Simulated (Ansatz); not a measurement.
Total energies of the cluster Cu₂S (the lowest singlet isomer of a short search) from Ansatz at CCSD(T)/def2-TZVPP, gas phase (1 Eh = 27.2114 eV = 2625.5 kJ/mol). The reference geometry is relaxed at B3LYP-D4/def2-TZVP.

```xyz
3

Cu    1.430   -0.125   -0.010
Cu   -1.089   -0.877    0.324
S    -0.341    1.002   -0.314
```

| state | geometry | energy (Eh) |
| --- | --- | --- |
| charge 0 singlet | reference | -3676.56744 |
| charge 1 doublet | reference | -3676.28836 |
| charge 0 triplet | relaxed at B3LYP-D4/def2-TZVP | -3676.50819 |
| charge 0 quintet | relaxed at B3LYP-D4/def2-TZVP | -3676.36225 |
| free Cu atom (doublet) | – | -1639.35915 |
| free S atom (triplet) | – | -397.64674 |

Correlated methods freeze 23 core orbitals. In CCSD on the charge 0 quintet the largest single amplitude is 0.37, so its Hartree–Fock determinant may place the open shell otherwise than the density functionals do.

(1) Work out the vertical ionisation energy to the doublet.

(2) Which of the charge 0 states is lowest, and how far above it are the others?

(3) What is the binding energy per atom against free atoms?

(1) E(charge 1 doublet) − E(charge 0 singlet) = -3676.28836 − (-3676.56744) = 0.27908 Eh = 7.59 eV.

(2) The singlet. triplet: -3676.50819 − (-3676.56744) = 0.05925 Eh = 155.6 kJ/mol; quintet: -3676.36225 − (-3676.56744) = 0.20519 Eh = 538.7 kJ/mol.

(3) Atoms: 2 × (-1639.35915) + 1 × (-397.64674) = -3676.36504 Eh. Binding: -3676.36504 − (-3676.56744) = 0.20240 Eh = 5.51 eV, or 1.84 eV for each of 3 atoms (no zero-point energy, no counterpoise term).

At CCSD(T)/def2-TZVPP T1 of the charge 0 quintet is large (up to 0.087), so the single-reference result is doubtful. 

The structure comes from a short search, and lower isomers may exist.
